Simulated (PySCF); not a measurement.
## Polarisability and C₆ of Tl (thallium, neutral)

[Xe] 4f14 5d10 6s2 6p1, 2P determinant. All numbers are calculated (PySCF 2.14, scalar relativity through the core potential, in aug-cc-pVQZ-PP with ECP60MDF (7s7p5d3f2g, 92 functions)). Coupled (time-dependent) response in atomic units; α is the mean over directions.

| method | mean α (bohr³) | α xx, yy, zz | C₆ (like pair) | S(−4) |
| --- | --- | --- | --- | --- |
| wB97M-V | 71.56 | 53.31, 108.1, 53.31 | 729.5 | 3965 |

S(−4) is the Cauchy moment in α(ω) = α(0) + S(−4) ω² + …

Reference α: 50 ± 2 bohr³ (recommended; Schwerdtfeger and Nagle, table of static dipole polarizabilities (2023 update)). Published C₆: 509.0 (Gould and Bucko (2016)).

Spin-orbit coupling is absent.

α(iu) at wB97M-V:

```
u (hartree)  α(iu) (bohr³)
          0          71.56
     0.0500          63.53
      0.100          50.31
      0.200          32.23
      0.300          22.60
      0.500          13.41
      0.750          8.587
       1.00          6.194
       1.50          3.814
       2.00          2.623
       3.00          1.456
       5.00         0.6232
```

A single London oscillator, α(iu) = α/(1 + u²/ω²), gives C₆ = (3/4) ω α². Matching the computed C₆ needs ω = 4 × 729.5 / (3 × 71.56²) = 0.190 hartree.

The components differ because the open shell of this determinant is not spherical; for a pure term their mean is the scalar polarisability.

Energies and moments cover only the electrons outside the core potential. Spin-orbit coupling, absent here, splits the open shell strongly.
